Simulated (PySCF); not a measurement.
Spin-rotation constants: `N#CC1=C(C#N)OC(=O)C1`, C6H2N2O2

Geometry:
```
atom   x (Å)   y (Å)   z (Å)
  N1   1.141   2.937   0.358
  C2   0.721   1.878   0.229
  C3   0.170   0.600   0.083
  C4   0.819  -0.545  -0.246
  C5   2.194  -0.715  -0.513
  N6   3.313  -0.831  -0.727
  O7  -0.011  -1.626  -0.308
  C8  -1.290  -1.233  -0.014
  O9  -2.207  -1.988   0.000
 C10  -1.276   0.262   0.266
 H11  -1.932   0.792  -0.429
 H12  -1.640   0.469   1.275
```

Method: PySCF 2.14.0, GIAO KT3/pcSseg-1 magnetisability, rotational g tensor and spin-rotation constants, non-relativistic, gas phase. Geometry: GFN2-xTB.

(1) Give the nuclear spin-rotation constants along the inertial axes (H = +C I·J) beside the isotropic shieldings.

## Answers

(1) Rotational constants 1.9903, 1.1777, 0.7433 GHz. A star marks the isotopologue with that one atom substituted, in its own axes.
| atom | isotope | Caa (kHz) | Cbb (kHz) | Ccc (kHz) | mean (kHz) | σ (ppm) |
| --- | --- | --- | --- | --- | --- | --- |
| N1 | 14N | 0.201 | 0.209 | 0.169 | 0.193 | -55.9 |
| N6 | 14N | 0.274 | 0.162 | 0.171 | 0.202 | -56.4 |
| H11 | 1H | -0.221 | -0.056 | -0.019 | -0.099 | 28.4 |
| H12 | 1H | -0.221 | -0.056 | -0.019 | -0.099 | 28.4 |
| C2 | 13C* | 0.238 | 0.358 | 0.303 | 0.300 | 79.5 |
| C3 | 13C* | 0.825 | 0.302 | 0.111 | 0.413 | 81.7 |
| C4 | 13C* | 0.924 | 0.345 | 0.153 | 0.474 | 49.7 |
| C5 | 13C* | 0.389 | 0.260 | 0.300 | 0.316 | 81.8 |
| O7 | 17O* | -0.854 | -0.311 | -0.122 | -0.429 | 48.1 |
| C8 | 13C* | 0.567 | 0.583 | 0.220 | 0.457 | 23.9 |
| O9 | 17O* | -1.206 | -0.608 | -0.055 | -0.623 | -91.2 |
| C10 | 13C* | 0.319 | 0.229 | 0.126 | 0.225 | 146.4 |

For the geometry as given, no vibrational averaging.
